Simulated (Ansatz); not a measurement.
Ansatz (a first-principles code) input (HF/3-21G): The .json file is the Basis Set Exchange's 3-21G.

Ansatz 0.2 input:
```yaml
crystal:
  periodic: [false, false, false]
  atoms:
    - {symbol: C, position_ang: [-2.63558756, -0.74039941, -0.29369418]}
    - {symbol: C, position_ang: [-1.44384169, 0.07353094, 0.24703035]}
    - {symbol: C, position_ang: [-0.20182407, 0.04544950, -0.65349689]}
    - {symbol: C, position_ang: [1.03505469, 0.51506875, 0.21145786]}
    - {symbol: C, position_ang: [2.32584076, 0.27929290, -0.64780101]}
    - {symbol: O, position_ang: [1.07963029, -0.11284864, 1.41099392]}
    - {symbol: H, position_ang: [-2.34875080, -1.77951638, -0.42981558]}
    - {symbol: H, position_ang: [-3.48260157, -0.71253014, 0.38966463]}
    - {symbol: H, position_ang: [-2.96867223, -0.35792225, -1.25632445]}
    - {symbol: H, position_ang: [-1.06618604, -0.31109113, 1.18676593]}
    - {symbol: H, position_ang: [-1.75299038, 1.10528369, 0.40734057]}
    - {symbol: H, position_ang: [-0.33145464, 0.64988789, -1.55200008]}
    - {symbol: H, position_ang: [-0.01732282, -0.98510946, -0.95581772]}
    - {symbol: H, position_ang: [0.92562547, 1.63058027, 0.24168089]}
    - {symbol: H, position_ang: [3.18374426, 0.65582352, -0.09755721]}
    - {symbol: H, position_ang: [2.28750502, 0.76147278, -1.62558200]}
    - {symbol: H, position_ang: [2.45620852, -0.79174584, -0.77728300]}
basis:
  gaussian:
    orbitals: 3-21G.json
hamiltonian:
  xc: {name: HF}
total_charge: -1
phonons: {temperatures: {t_min: 298.15, t_max: 298.15, t_step: 100}}
```

Output:

```
Functional definition: HF
integrals: 0.03 GiB planned
1021 factors; integrals over basis functions are off by at most 5.2e-4 eV
mean field: 0.22 GiB planned
mean field evaluation 1: about -7317.0255 eV, gradient 3.7e1 eV
mean field evaluation 2: about -7317.4093 eV, gradient 3.7e1 eV
mean field evaluation 4: about -7320.7006 eV, gradient 3.9e0 eV
mean field evaluation 8: about -7320.7467 eV, gradient 5.7e-2 eV
mean field -7320.74675849 eV, -269.0324811942 hartree, gradient 2.9e-5 eV, S^2 0.000000; 0 other end points of the search recorded, 0 dependent functions left out
the calculation of the forces begins
reference -7320.74675849 eV, -269.0324811942 hartree; 25, 25 occupied and 51, 51 virtual orbitals, 1021 factors
these checks for a lower state are left out or cut short: stability, starts, cluster_reference, orbital_swaps, neighbouring_geometries, increment
integrals: 0.03 GiB planned
1021 factors; integrals over basis functions are off by at most 5.2e-4 eV
mean field: 0.22 GiB planned
mean field evaluation 16: about -7320.7466 eV, gradient 1.1e-3 eV
mean field -7320.74659327 eV, -269.0324751223 hartree, gradient 2.9e-6 eV, S^2 0.000000; 0 other end points of the search recorded, 0 dependent functions left out
the calculation of the forces begins
reference -7320.74659327 eV, -269.0324751223 hartree; 25, 25 occupied and 51, 51 virtual orbitals, 1021 factors
these checks for a lower state are left out or cut short: stability, starts, cluster_reference, orbital_swaps, neighbouring_geometries, increment
integrals: 0.03 GiB planned
1021 factors; integrals over basis functions are off by at most 5.2e-4 eV
mean field: 0.22 GiB planned
mean field -7320.74659385 eV, -269.0324751438 hartree, gradient 2.9e-6 eV, S^2 0.000000; 0 other end points of the search recorded, 0 dependent functions left out
the calculation of the forces begins
reference -7320.74659385 eV, -269.0324751438 hartree; 25, 25 occupied and 51, 51 virtual orbitals, 1021 factors
these checks for a lower state are left out or cut short: stability, starts, cluster_reference, orbital_swaps, neighbouring_geometries, increment
integrals: 0.03 GiB planned
1021 factors; integrals over basis functions are off by at most 5.2e-4 eV
mean field: 0.22 GiB planned
mean field evaluation 32: about -7320.3192 eV, gradient 1.9e-3 eV
mean field -7320.74658033 eV, -269.0324746470 hartree, gradient 2.9e-6 eV, S^2 0.000000; 0 other end points of the search recorded, 0 dependent functions left out
the calculation of the forces begins
reference -7320.74658033 eV, -269.0324746470 hartree; 25, 25 occupied and 51, 51 virtual orbitals, 1021 factors
these checks for a lower state are left out or cut short: stability, starts, cluster_reference, orbital_swaps, neighbouring_geometries, increment
integrals: 0.03 GiB planned
1021 factors; integrals over basis functions are off by at most 5.3e-4 eV
mean field: 0.22 GiB planned
mean field -7320.74657979 eV, -269.0324746270 hartree, gradient 2.9e-6 eV, S^2 0.000000; 0 other end points of the search recorded, 0 dependent functions left out
the calculation of the forces begins
reference -7320.74657979 eV, -269.0324746270 hartree; 25, 25 occupied and 51, 51 virtual orbitals, 1021 factors
these checks for a lower state are left out or cut short: stability, starts, cluster_reference, orbital_swaps, neighbouring_geometries, increment
integrals: 0.03 GiB planned
1021 factors; integrals over basis functions are off by at most 5.2e-4 eV
mean field: 0.22 GiB planned
mean field -7320.74657509 eV, -269.0324744542 hartree, gradient 2.9e-6 eV, S^2 0.000000; 0 other end points of the search recorded, 0 dependent functions left out
the calculation of the forces begins
reference -7320.74657509 eV, -269.0324744542 hartree; 25, 25 occupied and 51, 51 virtual orbitals, 1021 factors
these checks for a lower state are left out or cut short: stability, starts, cluster_reference, orbital_swaps, neighbouring_geometries, increment
integrals: 0.03 GiB planned
1021 factors; integrals over basis functions are off by at most 5.2e-4 eV
mean field: 0.22 GiB planned
mean field evaluation 64: about -7320.7466 eV, gradient 1.7e-4 eV
mean field -7320.74657453 eV, -269.0324744338 hartree, gradient 2.9e-6 eV, S^2 0.000000; 0 other end points of the search recorded, 0 dependent functions left out
the calculation of the forces begins
reference -7320.74657453 eV, -269.0324744338 hartree; 25, 25 occupied and 51, 51 virtual orbitals, 1021 factors
these checks for a lower state are left out or cut short: stability, starts, cluster_reference, orbital_swaps, neighbouring_geometries, increment
integrals: 0.03 GiB planned
1021 factors; integrals over basis functions are off by at most 5.2e-4 eV
mean field: 0.22 GiB planned
[...]
integrals: 0.03 GiB planned
1021 factors; integrals over basis functions are off by at most 5.2e-4 eV
mean field: 0.22 GiB planned
mean field evaluation 832: about -7320.3177 eV, gradient 9.0e-1 eV
mean field -7320.74674049 eV, -269.0324805327 hartree, gradient 2.9e-6 eV, S^2 0.000000; 0 other end points of the search recorded, 0 dependent functions left out
the calculation of the forces begins
reference -7320.74674049 eV, -269.0324805327 hartree; 25, 25 occupied and 51, 51 virtual orbitals, 1021 factors
these checks for a lower state are left out or cut short: stability, starts, cluster_reference, orbital_swaps, neighbouring_geometries, increment
integrals: 0.03 GiB planned
1021 factors; integrals over basis functions are off by at most 5.2e-4 eV
mean field: 0.22 GiB planned
mean field -7320.74672336 eV, -269.0324799031 hartree, gradient 2.9e-6 eV, S^2 0.000000; 0 other end points of the search recorded, 0 dependent functions left out
the calculation of the forces begins
reference -7320.74672336 eV, -269.0324799031 hartree; 25, 25 occupied and 51, 51 virtual orbitals, 1021 factors
these checks for a lower state are left out or cut short: stability, starts, cluster_reference, orbital_swaps, neighbouring_geometries, increment
integrals: 0.03 GiB planned
1021 factors; integrals over basis functions are off by at most 5.2e-4 eV
mean field: 0.22 GiB planned
mean field -7320.74672280 eV, -269.0324798825 hartree, gradient 2.9e-6 eV, S^2 0.000000; 0 other end points of the search recorded, 0 dependent functions left out
the calculation of the forces begins
reference -7320.74672280 eV, -269.0324798825 hartree; 25, 25 occupied and 51, 51 virtual orbitals, 1021 factors
these checks for a lower state are left out or cut short: stability, starts, cluster_reference, orbital_swaps, neighbouring_geometries, increment
integrals: 0.03 GiB planned
1021 factors; integrals over basis functions are off by at most 5.2e-4 eV
mean field: 0.22 GiB planned
mean field evaluation 864: about -7320.7467 eV, gradient 9.9e-7 eV
mean field -7320.74666985 eV, -269.0324779365 hartree, gradient 2.9e-6 eV, S^2 0.000000; 0 other end points of the search recorded, 0 dependent functions left out
the calculation of the forces begins
reference -7320.74666985 eV, -269.0324779365 hartree; 25, 25 occupied and 51, 51 virtual orbitals, 1021 factors
these checks for a lower state are left out or cut short: stability, starts, cluster_reference, orbital_swaps, neighbouring_geometries, increment
integrals: 0.03 GiB planned
1021 factors; integrals over basis functions are off by at most 5.2e-4 eV
mean field: 0.22 GiB planned
mean field -7320.74666991 eV, -269.0324779387 hartree, gradient 2.9e-6 eV, S^2 0.000000; 0 other end points of the search recorded, 0 dependent functions left out
the calculation of the forces begins
reference -7320.74666991 eV, -269.0324779387 hartree; 25, 25 occupied and 51, 51 virtual orbitals, 1021 factors
these checks for a lower state are left out or cut short: stability, starts, cluster_reference, orbital_swaps, neighbouring_geometries, increment
integrals: 0.03 GiB planned
1021 factors; integrals over basis functions are off by at most 5.2e-4 eV
mean field: 0.22 GiB planned
mean field -7320.74673921 eV, -269.0324804858 hartree, gradient 2.9e-6 eV, S^2 0.000000; 0 other end points of the search recorded, 0 dependent functions left out
the calculation of the forces begins
reference -7320.74673921 eV, -269.0324804858 hartree; 25, 25 occupied and 51, 51 virtual orbitals, 1021 factors
these checks for a lower state are left out or cut short: stability, starts, cluster_reference, orbital_swaps, neighbouring_geometries, increment
integrals: 0.03 GiB planned
1021 factors; integrals over basis functions are off by at most 5.2e-4 eV
mean field: 0.22 GiB planned
mean field -7320.74673972 eV, -269.0324805043 hartree, gradient 2.9e-6 eV, S^2 0.000000; 0 other end points of the search recorded, 0 dependent functions left out
the calculation of the forces begins
reference -7320.74673972 eV, -269.0324805043 hartree; 25, 25 occupied and 51, 51 virtual orbitals, 1021 factors
these checks for a lower state are left out or cut short: stability, starts, cluster_reference, orbital_swaps, neighbouring_geometries, increment
integrals: 0.03 GiB planned
1021 factors; integrals over basis functions are off by at most 5.2e-4 eV
mean field: 0.22 GiB planned
mean field evaluation 896: about -7320.3193 eV, gradient 1.8e-3 eV
mean field -7320.74664978 eV, -269.0324771992 hartree, gradient 2.9e-6 eV, S^2 0.000000; 0 other end points of the search recorded, 0 dependent functions left out
the calculation of the forces begins
reference -7320.74664978 eV, -269.0324771992 hartree; 25, 25 occupied and 51, 51 virtual orbitals, 1021 factors
these checks for a lower state are left out or cut short: stability, starts, cluster_reference, orbital_swaps, neighbouring_geometries, increment
integrals: 0.03 GiB planned
1021 factors; integrals over basis functions are off by at most 5.2e-4 eV
mean field: 0.22 GiB planned
mean field -7320.74665049 eV, -269.0324772252 hartree, gradient 2.9e-6 eV, S^2 0.000000; 0 other end points of the search recorded, 0 dependent functions left out
the calculation of the forces begins
reference -7320.74665049 eV, -269.0324772252 hartree; 25, 25 occupied and 51, 51 virtual orbitals, 1021 factors
these checks for a lower state are left out or cut short: stability, starts, cluster_reference, orbital_swaps, neighbouring_geometries, increment
integrals: 0.03 GiB planned
1021 factors; integrals over basis functions are off by at most 5.2e-4 eV
mean field: 0.22 GiB planned
mean field -7320.74674104 eV, -269.0324805528 hartree, gradient 2.9e-6 eV, S^2 0.000000; 0 other end points of the search recorded, 0 dependent functions left out
the calculation of the forces begins
reference -7320.74674104 eV, -269.0324805528 hartree; 25, 25 occupied and 51, 51 virtual orbitals, 1021 factors
these checks for a lower state are left out or cut short: stability, starts, cluster_reference, orbital_swaps, neighbouring_geometries, increment
integrals: 0.03 GiB planned
1021 factors; integrals over basis functions are off by at most 5.2e-4 eV
mean field: 0.22 GiB planned
mean field evaluation 928: about -7320.7467 eV, gradient 1.7e-4 eV
mean field -7320.74674032 eV, -269.0324805263 hartree, gradient 2.9e-6 eV, S^2 0.000000; 0 other end points of the search recorded, 0 dependent functions left out
the calculation of the forces begins
reference -7320.74674032 eV, -269.0324805263 hartree; 25, 25 occupied and 51, 51 virtual orbitals, 1021 factors
Total energy: -7320.74675849 eV, -269.0324811942 hartree
Atom 0 at    -2.635588    -0.740399    -0.293694 Å, force    -0.000144    -0.000095     0.000002 eV/Å
Atom 1 at    -1.443842     0.073531     0.247030 Å, force     0.000413     0.000275     0.000060 eV/Å
Atom 2 at    -0.201824     0.045449    -0.653497 Å, force    -0.000163     0.000251    -0.000186 eV/Å
Atom 3 at     1.035055     0.515069     0.211458 Å, force    -0.000063    -0.000566    -0.000362 eV/Å
Atom 4 at     2.325841     0.279293    -0.647801 Å, force    -0.000031     0.000010    -0.000034 eV/Å
Atom 5 at     1.079630    -0.112849     1.410994 Å, force     0.000228     0.000179     0.000290 eV/Å
Atom 6 at    -2.348751    -1.779516    -0.429816 Å, force     0.000010    -0.000040     0.000065 eV/Å
Atom 7 at    -3.482602    -0.712530     0.389665 Å, force    -0.000081     0.000018     0.000010 eV/Å
Atom 8 at    -2.968672    -0.357922    -1.256324 Å, force     0.000089    -0.000007    -0.000015 eV/Å
Atom 9 at    -1.066186    -0.311091     1.186766 Å, force    -0.000100    -0.000202    -0.000213 eV/Å
Atom 10 at    -1.752990     1.105284     0.407341 Å, force    -0.000076    -0.000050    -0.000047 eV/Å
Atom 11 at    -0.331455     0.649888    -1.552000 Å, force    -0.000009    -0.000020    -0.000027 eV/Å
Atom 12 at    -0.017323    -0.985109    -0.955818 Å, force    -0.000001     0.000138     0.000236 eV/Å
Atom 13 at     0.925625     1.630580     0.241681 Å, force    -0.000064    -0.000034     0.000103 eV/Å
Atom 14 at     3.183744     0.655824    -0.097557 Å, force     0.000023    -0.000040    -0.000152 eV/Å
Atom 15 at     2.287505     0.761473    -1.625582 Å, force     0.000066     0.000113     0.000133 eV/Å
Atom 16 at     2.456209    -0.791746    -0.777283 Å, force    -0.000096     0.000067     0.000136 eV/Å
Dipole moment:    -0.761624    -0.015833    -0.820438 e Å
Vibrations: 106.90 132.72 202.26 264.58 271.59 362.46 387.73 484.19 530.63 813.24 843.60 886.33 936.36 966.87 1072.26 1092.93 1109.33 1197.61 1239.37 1274.22 1367.09 1410.56 1441.56 1479.34 1494.49 1511.03 1534.12 1550.15 1636.49 1649.71 1667.64 1672.54 1674.17 1685.20 2718.94 3125.89 3136.86 3149.00 3159.26 3173.82 3191.92 3198.30 3216.11 3220.25 3265.26 cm⁻¹, zero-point energy 4.370746 eV
```

The blocks after the first are displaced geometries, from whose forces the wavenumbers follow.

The dipole moment of an ion depends on the origin.
